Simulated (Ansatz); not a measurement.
`C[B]O[SiH3]` radical, relaxed with UKS PBE-D4/def2-SVP in the Gaussian-basis code of Ansatz from a rough embedded geometry. The force threshold is 0.03 eV/Å; the program also tests the step.

Total charge 0; spin multiplicity 2.

Start:

```xyz
10

C    -0.031    0.426    1.691
B     0.899   -0.313    0.672
O     0.320   -1.270   -0.236
Si   -0.106   -0.392   -1.701
H    -0.766    1.049    1.223
H    -0.499   -0.262    2.414
H     0.623    1.129    2.334
H    -0.654   -1.291   -2.688
H     1.210    0.214   -2.262
H    -0.996    0.711   -1.447
```

(1) How much energy does the relaxation release, and in how many steps? (An estimate is asked.)

(2) Which bonds change most? (Best estimate.)

(3) Give the relaxed structure. (Best estimate.)

## Answers

(1) The calculation gave: 0.76 eV, in 12 steps.

(2) Ansatz gave: B2–O3 from 1.441 to 1.351 Å; Si4–H10 from 1.440 to 1.500 Å; Si4–H8 from 1.443 to 1.499 Å; Si4–H9 from 1.554 to 1.500 Å.

(3) Computed: 
```xyz
10

C     0.020    0.415    2.062
B     0.154    0.470    0.504
O    -0.152   -0.539   -0.341
Si   -0.012   -0.415   -2.044
H    -0.779    1.120    2.381
H    -0.233   -0.602    2.437
H     0.948    0.770    2.557
H    -0.434   -1.751   -2.578
H     1.411   -0.129   -2.422
H    -0.923    0.660   -2.556
```
